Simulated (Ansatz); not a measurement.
Saddle point of GaPH₆S, singlet (GaH₃S ([SH][GaH2]) + PH₃ → GaPH₄ ([PH2][GaH2]) + H₂S (still joined by a long Ga–S bond); bonds formed: S2–H5; dative contacts that become bonds: Ga1–P6; bonds broken: H5–P6; bonds weakened to dative contacts: Ga1–S2), PBE0-D4/def2-TZVP structure:

Ga1  (-1.092, 0.407, -0.523)
S2  (1.141, 0.802, -1.357)
H3  (-1.789, -0.516, -1.563)
H4  (-1.581, 1.655, 0.266)
H5  (0.712, -0.237, -0.088)
P6  (-0.206, -1.159, 1.189)
H7  (1.404, 1.768, -0.462)
H8  (0.825, -0.555, 1.947)
H9  (0.587, -2.166, 0.591)
(Å)

Energies are electronic, without zero-point energy. Barriers and step energies count from the start structure reached by relaxing down the imaginary mode; all methods use the PBE0-D4 structures, on which another method's saddle can fall below an end. Ansatz 0.2.0; basis: def2-TZVPP, with def2-QZVPP for the basis limit; cores frozen in the correlated methods. Filled d shells of the heavier atoms are correlated. The def2 sets are not built for correlating such inner shells, so the correlated values are less sure here. B3LYP uses VWN-RPA correlation. Extrapolation: Hartree–Fock as exp(−7.88 √X), correlation as X^−2.97.

| method | barrier (eV) | step energy (eV) |
| --- | --- | --- |
| SPW92 | 0.889 | 0.532 |
| PBE-D4 | 1.052 | 0.530 |
| BLYP-D4 | 1.222 | 0.547 |
| r2SCAN-D4 | 1.186 | 0.584 |
| B97M-V | 1.243 | 0.510 |
| PBE0-D4 | ? | 0.573 |
| B3LYP-D4 | ? | 0.581 |
| r2SCAN0-D4 | 1.337 | 0.606 |
| BHLYP-D4 | 1.648 | 0.641 |
| CAM-B3LYP-D4 | 1.511 | 0.598 |
| wB97X-V | 1.537 | 0.601 |
| wB97M-V | 1.462 | 0.554 |
| B2PLYP | 1.435 | 0.592 |
| PBE-QIDH | ? | 0.614 |
| RPA on PBE | 1.406 | 0.521 |
| HF | 2.165 | 0.709 |
| MP2 | 1.397 | 0.605 |
| CCSD | 1.593 | 0.576 |
| CCSD(T) | 1.459 | 0.563 |

(1) Fill in the withheld barriers. (An estimate is asked for; the value comes from the calculation.)

The T1 diagnostic stays at or below 0.014.

Answers

(1) Computed: B3LYP-D4 1.379; PBE-QIDH 1.417; PBE0-D4 1.257 eV. Each is the energy of the saddle less that of the start structure, by the same method.

For comparison, the barrier by CCSD(T) at an estimated basis limit (MP2 extrapolated from triple and quadruple zeta, plus CCSD(T) − MP2 in triple zeta) is 1.426 eV.

Labels in which every atom is bracketed show which atoms are joined, not bond orders.

For scale, one of the runs: CCSD(T)/def2-TZVPP, 216 basis functions, launched by `ansatz run in.yaml --threads 4 --pin off --events-out ev --progress --plain --max-ram 9574MiB`. Time: 70 s of wall clock on 4 CPU threads of an Arm Neoverse V1; the host was shared. Peak host memory: 2.9 GiB.
